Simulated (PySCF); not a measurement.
## AsH₃: umbrella–stretch map

Method: BP86 in PySCF with As def2-TZVP, H def2-TZVP; no relativity; density-fitted integrals.

Rigid scan from the singlet minimum (As–H 1.536 Å (×3); H–As–H 91.2° (×3)). Coordinate: rows: all bonds scaled; columns: angle to the threefold axis. Energies in kJ/mol from the minimum.

```json
{"scale \\ angle": "0.95", "60": "19.5", "66": "41.6", "72": "78.4", "78": "120.8", "84": "155.4", "90": "168.8"}
{"scale \\ angle": "0.98", "60": "?", "66": "31.4", "72": "70.8", "78": "?", "84": "154.7", "90": "169.7"}
{"scale \\ angle": "1.00", "60": "5.8", "66": "?", "72": "71.8", "78": "119.9", "84": "160.5", "90": "176.7"}
{"scale \\ angle": "1.03", "60": "?", "66": "?", "72": "80.6", "78": "131.9", "84": "176.5", "90": "194.7"}
{"scale \\ angle": "1.07", "60": "30.9", "66": "58.5", "72": "103.1", "78": "158.1", "84": "208.4", "90": "229.8"}
```

Fill in the five missing cells, row by row.

7.4, 116.6, 30.9, 11.4, 37.8.

The bond scale of lowest energy on the grid is 1.00 at 60°, 1.00 at 66°, 0.98 at 72°, 0.98 at 78°, 0.98 at 84°, 0.95 (edge) at 90°.

Other isomers or separated fragments may lie lower.
